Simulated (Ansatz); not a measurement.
Two isomers of C2H4BNO: A = `BCOC#N`, B = `N=C1BCO1`.

Isolated molecules relaxed with PBE0-D4/def2-TZVP in Ansatz; ΔE leaves out vibrations. CBS: MP2 limit from def2 TZ/QZ plus the TZ coupled-cluster correction, frozen cores. Functionals use def2-TZVPP. B3LYP here is the variant with VWN-RPA as its local correlation; programs differ in this. One conformer a species, not always the lowest.

Problem. Which isomer does CCSD(T)/CBS put lower? Give the gap. (An estimate is asked.)

Solution. Computed: B, by 3.1 kcal/mol.

Problem. Give E(B) − E(A) in kcal/mol with B3LYP-D4, MP2/def2-TZVPP, PBE0-D4, PBE-D4, r2SCAN-D4, CCSD(T)/def2-SVP, LDA (SPW92). (Estimate.)

Solution. Ansatz gave: B3LYP-D4 -2.0, MP2/def2-TZVPP -0.1, PBE0-D4 -7.2, PBE-D4 -8.0, r2SCAN-D4 -5.8, CCSD(T)/def2-SVP 1.5, LDA (SPW92) -13.8. The order is the other way round with CCSD(T)/def2-SVP.

Problem. Does the order hold for the free energy at 298.15 K (harmonic terms from PBE0-D4)? (Best estimate.)

Solution. The calculation gave: Too close to call: G(B) − G(A) = +0.3 kcal/mol, for one conformer each.

Largest T1 diagnostic: 0.015.

Leaving LDA and LC-ωPBE aside and taking each functional with its dispersion term where it has one, the values, not all of them listed here, spread over 7.7 kcal/mol, from PBE-D4 to B2PLYP. LDA lies −6.2 kcal/mol from PBE without D4. From BLYP to BHLYP (50 % exact exchange), in def2-TZVPP and without D4, E(B) − E(A) moves by +0.7 kcal/mol.
